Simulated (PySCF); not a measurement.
Geometries of 2 isomers of C7H8O, from PBE0-D3(BJ)/def2-SVP geometry optimisation, gas phase in PySCF. One conformer each, no zero-point energy, no frequencies.

Problem. Which isomer lies lower at this level?
A.
```xyz
16
angstrom
C     -2.389   -0.095    0.345
C     -0.901   -0.166    0.158
C     -0.025    0.488    1.029
C      1.355    0.451    0.842
C      1.898   -0.253   -0.236
O      3.227   -0.327   -0.467
C      1.039   -0.918   -1.115
C     -0.336   -0.869   -0.914
H     -2.887   -1.000   -0.032
H     -2.657    0.021    1.406
H     -2.821    0.764   -0.196
H     -0.428    1.043    1.882
H      2.017    0.970    1.542
H      3.693    0.171    0.213
H      1.470   -1.471   -1.952
H     -0.991   -1.398   -1.611
```
B.
```xyz
16
angstrom
C      2.451   -0.004   -0.942
C      1.127    0.310   -0.983
C      0.552   -0.217    0.225
C     -0.853   -0.150    0.670
C     -1.978   -0.240   -0.329
C     -1.698    1.058    0.359
C      1.594   -0.805    0.885
O      2.741   -0.678    0.185
H      3.280    0.181   -1.621
H      0.619    0.853   -1.777
H     -1.033   -0.625    1.639
H     -2.871   -0.802   -0.045
H     -1.703   -0.339   -1.383
H     -1.230    1.860   -0.217
H     -2.396    1.405    1.125
H      1.661   -1.334    1.832
```

Solution. A. That is p-cresol, `Cc1ccc(O)cc1`, 36.4 kcal/mol below the other.

```json
{"SMILES": "Cc1ccc(O)cc1", "atoms numbered as above": "[CH3:1][c:2]1[cH:3][cH:4][c:5]([OH:6])[cH:7][cH:8]1", "E (Eh)": "-346.14802", "relative (kcal/mol)": "0.0", "relative (kJ/mol)": "0.0", "dipole (D)": "1.34"}
{"SMILES": "c1cc(C2CC2)co1", "atoms numbered as above": "[cH:1]1[cH:2][c:3]([CH:4]2[CH2:5][CH2:6]2)[cH:7][o:8]1", "E (Eh)": "-346.09004", "relative (kcal/mol)": "36.4", "relative (kJ/mol)": "152.2", "dipole (D)": "0.87"}
```

As drawn, the lower has an O–H bond, which the higher lacks; the higher has a three-membered ring, which the lower lacks.
